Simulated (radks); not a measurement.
Values are calculated unless marked as measured or tabulated.
Polarisability of the titanium ion Ti2+, [Ar] 3d2, at imaginary frequency. Level of theory: scalar-relativistic Kohn-Sham, LB94 model potential, spin-unpolarised, spherical densities, finite nucleus; Fermi nuclear charge, rms radius 3.5921 fm (a radial shooting solver on a logarithmic mesh with Libxc functionals). Response by self-consistent Sternheimer equations with the Hartree and adiabatic LDA kernel, the relativistic mass of each level held fixed and spin-orbit coupling left out.

w (hartree)  alpha1(iw) (bohr^3)
0.00266                    4.448
0.0143                     4.445
0.0360                     4.430
0.0697                     4.383
0.118                      4.272
0.186                      4.061
0.280                      3.732
0.413                      3.303
0.605                      2.805
0.892                      2.247
1.35                       1.631
2.12                       1.007
3.59                      0.4912
6.94                      0.1742
17.5                     0.03797

Static values: alpha1 = 4.448 bohr^3 (0.6591 angstrom^3; uncoupled 5.802). C6 = 13.63, triple-dipole C9 = 40.14 atomic units. One-pole (London) frequency 4 C6 / (3 alpha1^2) = 0.918 hartree, against 1.008 for minus the highest occupied eigenvalue.
